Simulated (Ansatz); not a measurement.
Ansatz (a quantum-chemistry and plane-wave program) input (B3LYP-D3(BJ)/def2-TZVP):

Ansatz 0.2 input:
```yaml
crystal:
  periodic: [false, false, false]
  atoms:
    - {symbol: Si, position_ang: [-0.05103110, -0.56225295, 0.50363975]}
    - {symbol: Cl, position_ang: [1.73088154, 0.73171987, 0.20399740]}
    - {symbol: Cl, position_ang: [-1.69855885, 0.87421602, 0.11320583]}
    - {symbol: H, position_ang: [-0.03519118, -1.04897814, -0.89590762]}
basis:
  gaussian:
    orbitals: def2-TZVP
hamiltonian:
  xc: b3lyp
  dispersion: d3bj
total_charge: -1
relax: {f_tol: 0.002, max_steps: 150}
```

End of the output:

```
integrals: 0.04 GiB planned
831 factors; their error is unknown
mean field: 0.38 GiB planned
mean field evaluation 16: about -32945.0418 eV, gradient 1.3e0 eV
mean field -32945.13154236 eV, -1210.7112531695 hartree, gradient 7.4e-5 eV, S^2 0.000000; 0 other end points of the search recorded, 0 dependent functions left out
the calculation of the forces begins
reference -32945.13175856 eV, -1210.7112611148 hartree; 25, 25 occupied and 92, 92 virtual orbitals, 831 factors
relax step   2: F+E_penalty+E_count = -32945.34786657 eV  Δ(F+E_penalty+E_count) = -2.291e-2 eV  max|allowed force component| = 2.788e-1 eV/Å  Δτ_max = 0.0240 Å  (25 SCF iters, accepted)
these checks for a lower state are left out or cut short: starts, cluster_reference, orbital_swaps, neighbouring_geometries, increment
integrals: 0.04 GiB planned
831 factors; their error is unknown
mean field: 0.39 GiB planned
mean field -32945.13649795 eV, -1210.7114352842 hartree, gradient 7.3e-5 eV, S^2 0.000000; 0 other end points of the search recorded, 0 dependent functions left out
the calculation of the forces begins
reference -32945.13671484 eV, -1210.7114432548 hartree; 25, 25 occupied and 92, 92 virtual orbitals, 831 factors
relax step   3: F+E_penalty+E_count = -32945.35169403 eV  Δ(F+E_penalty+E_count) = -3.827e-3 eV  max|allowed force component| = 5.337e-2 eV/Å  Δτ_max = 0.0256 Å  (25 SCF iters, accepted)
these checks for a lower state are left out or cut short: starts, cluster_reference, orbital_swaps, neighbouring_geometries, increment
integrals: 0.04 GiB planned
831 factors; their error is unknown
mean field: 0.38 GiB planned
mean field -32945.13656921 eV, -1210.7114379027 hartree, gradient 6.9e-5 eV, S^2 0.000000; 0 other end points of the search recorded, 0 dependent functions left out
the calculation of the forces begins
reference -32945.13678602 eV, -1210.7114458705 hartree; 25, 25 occupied and 92, 92 virtual orbitals, 831 factors
relax step   4: F+E_penalty+E_count = -32945.35207508 eV  Δ(F+E_penalty+E_count) = -3.811e-4 eV  max|allowed force component| = 2.641e-2 eV/Å  Δτ_max = 0.0099 Å  (26 SCF iters, accepted)
these checks for a lower state are left out or cut short: starts, cluster_reference, orbital_swaps, neighbouring_geometries, increment
integrals: 0.04 GiB planned
831 factors; their error is unknown
mean field: 0.39 GiB planned
mean field evaluation 32: about -32945.1366 eV, gradient 7.6e-2 eV
mean field -32945.13666431 eV, -1210.7114413975 hartree, gradient 8.1e-5 eV, S^2 0.000000; 0 other end points of the search recorded, 0 dependent functions left out
the calculation of the forces begins
reference -32945.13688112 eV, -1210.7114493653 hartree; 25, 25 occupied and 92, 92 virtual orbitals, 831 factors
relax step   5: F+E_penalty+E_count = -32945.35210518 eV  Δ(F+E_penalty+E_count) = -3.010e-5 eV  max|allowed force component| = 5.823e-4 eV/Å  Δτ_max = 0.0017 Å  (18 SCF iters, accepted)
integrals: 0.04 GiB planned
831 factors; their error is unknown
mean field: 0.39 GiB planned
mean field -32945.13666431 eV, -1210.7114413975 hartree, gradient 8.1e-5 eV, S^2 0.000000; 1 other end points of the search recorded, 0 dependent functions left out
the calculation of the forces begins
reference -32945.13688112 eV, -1210.7114493653 hartree; 25, 25 occupied and 92, 92 virtual orbitals, 831 factors
Total energy: -32945.35232199 eV, -1210.7193666714 hartree
Atom 0 at    -0.051781    -0.573660     0.523942 Å, force     0.000265    -0.000089     0.000556 eV/Å
Atom 1 at     1.734817     0.751265     0.208519 Å, force    -0.000156     0.000162     0.000076 eV/Å
Atom 2 at    -1.702233     0.895323     0.118033 Å, force     0.000001     0.000262    -0.000050 eV/Å
Atom 3 at    -0.034704    -1.078222    -0.925559 Å, force    -0.000111    -0.000334    -0.000582 eV/Å
Dipole moment:     0.003684     0.064824    -0.038655 e Å
```

It need not be the lowest isomer of its formula. Whether it binds its extra electron was not tested at this geometry.
